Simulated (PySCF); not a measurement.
Ba(F)2 cation (BaF2), SMILES [F][Ba][F] (connectivity only; charge and spin as stated), charge +1, multiplicity 2. Atoms are numbered in the order given.

```xyz
3

Ba     0.0000     0.0000    -0.5151
F      0.0000    -0.9923     1.6024
F      0.0000     0.9923     1.6024
```
Charge +1, spin multiplicity 2.

Geometry: B3LYP-D3(BJ)/def2-TZVP. The spin state was assumed, not searched. The isomer is the one that the SMILES or the coordinates give; other isomers of the formula were not compared. The def2 effective core potentials stand for the cores of Ba; spin–orbit coupling is left out.

Computed with PySCF with ωB97X/def2-TZVPD.

Mulliken values depend strongly on the basis, most of all with diffuse functions as here. ESP charges are fitted to the potential on shells at 1.4 to 2.0 van der Waals radii. Atomic charges (e):

| atom | ESP fit | Mulliken | Mulliken spin |
|---|---|---|---|
| Ba1 | 1.57 | 1.80 | -0.02 |
| F2 | -0.29 | -0.40 | 0.51 |
| F3 | -0.29 | -0.40 | 0.51 |
